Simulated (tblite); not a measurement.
Compound: 2-chloro-4(1H)-pyridinone, C₅H₄ClNO.
Bonds: O1–C2, C2–C3 (aromatic), C3–C4 (aromatic), C4–N5 (aromatic), N5–C6 (aromatic), C6–Cl7, C6–C8 (aromatic), C2–C8 (aromatic). Hydrogens: H9 on O1; H10 on C3; H11 on C4; H12 on C8.

Computed geometry: GFN2-xTB, gas phase.

Give the optimised bond lengths and angles.

| bond | length (Å) | order |
| --- | --- | --- |
| O1–C2 | 1.347 | single |
| C2–C3 | 1.395 | aromatic |
| C3–C4 | 1.382 | aromatic |
| C4–N5 | 1.322 | aromatic |
| N5–C6 | 1.317 | aromatic |
| C6–Cl7 | 1.718 | single |
| C6–C8 | 1.385 | aromatic |
| C2–C8 | 1.393 | aromatic |
| O1–H9 | 0.966 | single |
| C3–H10 | 1.080 | single |
| C4–H11 | 1.081 | single |
| C8–H12 | 1.076 | single |

Orders are formal, as drawn. A selection of angles:
| angle | degrees |
| --- | --- |
| O1–C2–C3 | 122.9 |
| O1–C2–C8 | 118.6 |
| C3–C2–C8 | 118.5 |
| C2–C3–C4 | 118.3 |
| C3–C4–N5 | 123.6 |
| C4–N5–C6 | 117.6 |
| N5–C6–Cl7 | 116.0 |
| N5–C6–C8 | 124.6 |
| Cl7–C6–C8 | 119.4 |
| C2–C8–C6 | 117.4 |
| H9–O1–C2 | 110.6 |

Dihedral angles: H9–O1–C2–C3 0° (synperiplanar).

O1 (phenol-type oxygen) is bent (angle 110.6°). The 6-membered ring C2–C3–C4–N5–C6–C8 has internal angles of 117.4° to 124.6° (sum 720°, against 720° for a flat polygon); it is planar, 0.00 Å rms from its mean plane, widest ring torsion 0°. Of the pairs four or more bonds apart, H9···H10 is among the closest relative to their van der Waals radii: 2.32 Å, 97 % of the sum of Bondi's values. The 8 heavy atoms lie in one plane (0.001 Å rms).

Point group: Cs (every atom within 0.08 Å of its image). Its GFN2-xTB frequencies are all real (lowest 161 cm⁻¹). The numbers are those of one conformer (H–O1–C2–C3 0°).

On an Arm Neoverse V1 with one thread, no GPU, shared host, this took 0.26 s of wall time. This is the geometry optimisation.
